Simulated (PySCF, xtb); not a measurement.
CH₄N, SMILES C[NH], multiplicity 2.

Harmonic wavenumbers (cm⁻¹) from GFN2-xTB (xtb) at its own minimum, in rising order: 117, 921, 991, 1172, 1294, 1338, 1418, 1450, 2777, 2829, 2993, 3314.

Question: What does B3LYP-D3(BJ)/def2-TZVP (PySCF) give at its own minimum? (Estimate from the structure and the level; the computed values follow.)

Answer: 256, 949, 1007, 1044, 1336, 1392, 1476, 1484, 2947, 2978, 3089, 3371. Paired by order, the mean absolute difference is 81 cm⁻¹ and the zero-point energies are 29.5 and 30.5 kcal/mol.
